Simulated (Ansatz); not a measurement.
A nudged elastic band was laid between two geometries of F3H4N2Ta + H4Si (15 atoms, charge 0, multiplicity 1).

These are results of Ansatz, RKS PBE/def2-SVP, not measurements.

```yaml
movable_images: 5
climbing_image: yes
spring: 5.0 eV/Å²
optimiser: quadratic models (default)
start_path: through a guess of the saddle point
force_threshold: 0.05 eV/Å
iteration_limit: 60
end_points: relaxed
```

Initial state:

```xyz
15
Properties=species:S:1:pos:R:3
Ta 0.118 0.546 -0.052
N 2.054 0.614 -0.381
H 2.793 0.653 0.328
H 2.461 0.591 -1.324
N -0.157 0.551 1.918
H -0.353 -0.302 2.454
H -0.435 1.389 2.439
F -0.905 0.480 -1.662
F -0.333 2.400 0.084
F -0.182 -1.344 0.121
Si 1.570 -3.418 1.776
H 0.810 -4.165 0.720
H 2.428 -4.384 2.548
H 0.617 -2.765 2.739
H 2.458 -2.377 1.156
```

Final state:

```xyz
15
Properties=species:S:1:pos:R:3
Ta -0.032 -0.354 0.207
N 2.294 0.052 0.340
H 2.447 1.062 0.195
H 2.777 -0.441 -0.426
N -0.364 0.175 2.123
H -0.759 -0.433 2.853
H -0.138 1.083 2.546
F 0.497 -0.731 -1.614
F 0.236 1.538 -0.091
F -1.680 -1.252 0.002
Si 1.050 -2.634 1.198
H 0.102 -3.330 2.152
H 1.450 -3.656 0.156
H 2.312 -2.378 2.007
H 2.752 -0.233 1.216
```

Task: What changes between the two ends?

Result: Bonds broken: Si11–H15. Bonds formed: Ta1–Si11, N2–H15. F3H4N2Ta + H4Si becomes F3H8N2SiTa.

Task: Give the energies along the band, and the barrier.

Result: It converged. The highest image is number 3 of 0 to 6, 134.3 kJ/mol above the first end and 111.2 kJ/mol above the last; the last end lies 23.1 kJ/mol above the first. Beside the main top the profile has a ripple of under 15 meV (maxima at images 3, 5), which may be a very shallow well or noise. A vibrational analysis at the climbing image gives 2 clearly imaginary modes (1101i, 55i cm⁻¹): a point of higher order. A lower path may pass nearby, or the ends, which weren't checked, may share the extra mode. The orbitals stay closed-shell, which can raise the energy where a bond breaks towards radicals; this wasn't checked here.

```tsv
image	path coordinate (Å)	energy (kJ/mol)	Si11–H15 (Å)	Ta1–Si11 (Å)	N2–H15 (Å)
0	0.00	0.0	1.50	4.60	3.39
1	1.71	8.0	1.50	4.32	2.88
2	3.43	32.9	1.51	3.71	2.47
3	5.14	134.3	1.87	2.95	1.41
4	7.23	24.5	2.84	2.73	1.03
5	9.31	25.9	2.97	2.72	1.03
6	11.40	23.1	2.94	2.71	1.03
```

Task: What is the geometry of the highest image?

Result: 
```xyz
15
Properties=species:S:1:pos:R:3:forces:R:3
Ta 0.065 -0.085 0.212 0.00 0.00 0.01
N 2.161 0.246 0.096 0.00 0.02 -0.01
H 2.754 0.686 0.808 0.00 0.00 0.00
H 2.702 0.023 -0.750 0.00 0.00 0.00
N 0.183 0.286 2.171 0.00 0.00 0.00
H 0.535 -0.269 2.956 0.00 0.00 0.00
H -0.227 1.162 2.524 0.00 0.00 0.00
F 0.548 -0.946 -1.444 0.00 -0.01 0.00
F -0.772 1.593 -0.069 0.00 0.00 0.00
F -1.541 -1.118 0.169 0.00 0.01 -0.01
Si 1.137 -2.636 1.239 0.01 0.01 0.00
H 0.303 -3.581 0.419 -0.01 0.00 0.00
H 2.554 -3.169 1.212 0.00 0.00 0.00
H 0.693 -2.709 2.681 0.00 0.00 0.00
H 1.848 -1.014 0.642 -0.01 -0.02 0.01
```

The band took 32 iterations and about 24 core-minutes.

Run time: 6.2 min on 4 threads of Arm Neoverse V2, on a shared host, peak memory 0.25 GiB.
